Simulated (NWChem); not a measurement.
System: CH$_{3}$GeI, singlet; SMILES [I][Ge][CH3]

All runs: NWChem. Low-valent species are run as closed-shell singlets; no triplet was tried in these runs. Structure relaxed at the PBE0/def2-SVP level. No frequency run checked for a minimum. def2 effective core potentials on I; no spin-orbit coupling. Ions are spin-unrestricted doublets at the neutral geometry; other ion states weren't tried.

For level B3LYP/def2-SVP:

```
Property                               Result
-------------------------------------  ------
vertical ionisation energy, ΔSCF (eV)    8.62
−ε(HOMO) (eV)                            6.40
```

**Question.** How do the values read with level PBE/def2-SVP instead?

**Answer.** 
- vertical ionisation energy, ΔSCF (eV): 8.43
- −ε(HOMO) (eV): 5.58
